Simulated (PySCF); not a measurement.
Calculated NMR parameters of F/C(=C/[SiH3])[SiH2]P

```yaml
Formula: C2H8FPSi2
SMILES: F/C(=C/[SiH3])[SiH2]P
InChI: InChI=1S/C2H8FPSi2/c3-2(1-5)6-4/h1H,4,6H2,5H3/b2-1-
Point_group_of_the_computed_structure: C1
Carbon_signals: 2
Proton_signals: 4
```

Structure with atom numbers: `[F:1]/[C:2](=[CH:3]/[SiH3:4])[SiH2:5][PH2:6]`. Each H is labelled by its parent atom.

No relativistic terms, no solvent, one computed conformer, equivalent nuclei averaged. Structure optimised with GFN2-xTB; σ from GIAO-PBE0/pcSseg-1; PySCF 2.14.0 with density-fitted response routines.

Shifts are taken against calculated references (same method and geometry level): ¹H, ¹³C, ²⁹Si against TMS; ¹⁹F vs CFCl3; H3PO4 for ³¹P.

```tsv
carbon	δC, type	δH (multiplicity)	HMBC from (2–3 bonds)	span of the C tensor (ppm)
C2	184.3, C	–	H(C3), H(Si5), H(Si4), H(P6)	178
C3	116.5, CH	6.22 (m)	H(Si5), H(Si4)	207
```

Other nuclei:
```csv
atoms,nucleus,environment,δ (ppm),σ (ppm)
H(Si5),¹H,"hydrogen on a silicon bonded to C, P",4.79,26.93
H(Si4),¹H,hydrogen on a silicon bonded to C,4.37,27.35
H(P6),¹H,hydrogen on a phosphorus bonded to Si,1.23,30.49
F1,¹⁹F,vinylic fluorine,-29.6,200.6
P6,³¹P,"phosphorus bonded to Si, 2 H",-307.1,625.4
Si5,²⁹Si,"silicon bonded to C, P, 2 H",-57.7,406.9
Si4,²⁹Si,"silicon bonded to C, 3 H",-85.6,434.7
```

- δC 184.3: fully substituted alkene carbon.
- δC 116.5: alkene CH; as expected for a trigonal carbon in a double bond.
- δH 6.22: hydrogen on an alkene CH; olefinic region.
- δH 4.37: hydrogen on a silicon bonded to C.
- δH 1.23: hydrogen on a phosphorus bonded to Si.

Splittings by ¹⁹F and ³¹P in the carbon and heteronuclear signals aren't shown, as no couplings were computed. Shifts are as computed. Against solution values, carbons near 30 ppm lie about +3 ppm off and those near 130 ppm about +5 ppm. Of 1211 compounds with measured shifts, 218 miss one by over three times the rms of a fit or turn the order of signals round; such compounds aren't used in these exercises. Unscaled 19F shifts against computed CFCl3 carry errors that often reach 10 to 50 ppm. Experimental scales use liquid or dissolved standards, which lie at an offset from isolated H3PO4. No couplings were computed; multiplicities are counted from neighbouring protons, with m where these are inequivalent, close in shift, in a saturated or five-membered ring or joined by F or P, and br s for small geminal =CH2 splittings.
